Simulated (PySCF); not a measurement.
# Electron correlation in Cr (chromium, neutral)

[Ar] 3d5 4s1, high-spin 7S determinant. Calculation: PySCF 2.14, in x2c-TZVPall (6s5p4d1f, 48 functions); scalar relativity by spin-free X2C-1e. Frozen: [Ar]; 6 electrons correlated.

MP2 pair energies summed by pair of shells (mhartree):

```json
{"pair": "3d-3d", "energy": "-66.86", "share (%)": "87.1"}
{"pair": "3d-4s", "energy": "-9.87", "share (%)": "12.9"}
```

Total MP2 correlation energy: -76.72 mhartree.

Same-spin part -76.72 and opposite-spin part 0.00 mhartree; SCS-MP2 scales them by 1/3 and 6/5 to -25.57 mhartree.
